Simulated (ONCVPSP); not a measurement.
# Before and after: ONCV potential for copper

| Property | Result |
| --- | --- |
| Element | Cu |
| Generator | ONCVPSP 4.0.1 |
| Type | optimised norm-conserving Vanderbilt (ONCV) |
| Functional | LDA (Perdew-Zunger) |
| Relativity | scalar-relativistic |
| Frozen core | [Ne] |
| Valence charge | 19 |
| Reference configuration | 3s2 3p6 3d10 (charge +1) |
| Partial waves | 3s: rc 0.65 bohr, ncon 4, nbas 9, qcut 11.8 1/bohr, 2 projectors, debl 3.5 Ha; 3p: rc 1.20 bohr, ncon 4, nbas 7, qcut 11.7 1/bohr, 2 projectors, debl 1.1 Ha; 3d: rc 0.95 bohr, ncon 3, nbas 8, qcut 13.7 1/bohr, 2 projectors, debl 3.4 Ha |
| Local potential | polynomial inside 0.40 bohr (lpopt 5, dvloc0 0 Ha) |
| Core correction | Teter function, parameters optimised by the program |

In the s channel the program set the typed energies aside and used -4.514, 0.250 Ha. In the p channel the program set the typed energies aside and used -2.967, 0.250 Ha.

Change: s: qcut 17.1.

Cutoffs: the cutoffs (Ha) at which the residual kinetic energy of the hardest occupied pseudo-wave falls to 1 and 0.1 mHa per electron; they do not see the model core or the augmentation charge, which bear on the density cutoff. Errors are all-electron minus pseudo energies relative to the spin-unpolarised reference configuration.

How do hardness, ghosts and transferability respond?

The potential gets softer (103 Ha and 452 Ha → 85 Ha and 99 Ha); a bound ghost appears in s, which as a rule spoils a file; the number of tests with a reliable result goes from 4 to 2.

```csv
quantity,base,changed
"cutoff, loose",103 Ha,85 Ha
"cutoff, tight",452 Ha,99 Ha
loose cutoff by channel,"s 103 Ha, p 46 Ha, d 83 Ha","s 85 Ha, p 46 Ha, d 83 Ha"
bound ghosts,none,s
GHOST(+) flags under 300 eV,s at 205.8 eV,none
tests with a reliable result,4 of 4,2 of 4
"error for 3s2 3p6 3d9, meV [ΔE 21.69 eV]",-72,-64
"error for 3s2 3p6 3d8, meV [ΔE 61.05 eV]",-302,-271
s: phases at 0.66 bohr within 0.05 rad from the reference energy up to (Ha; the scan ends near 5),to the end of the scan,to the end of the scan
p: phases at 1.21 bohr within 0.05 rad from the reference energy up to (Ha; the scan ends near 5),to the end of the scan,to the end of the scan
d: phases at 0.96 bohr within 0.05 rad from the reference energy up to (Ha; the scan ends near 5),to the end of the scan,to the end of the scan
"rms error of d²Exc/dni dnj with the model core, mHa",0.88,0.89
```

 A true bound ghost makes a file unfit for plane-wave use even where its test errors are small: the radial tests pick states by their node count and pass the ghost by.
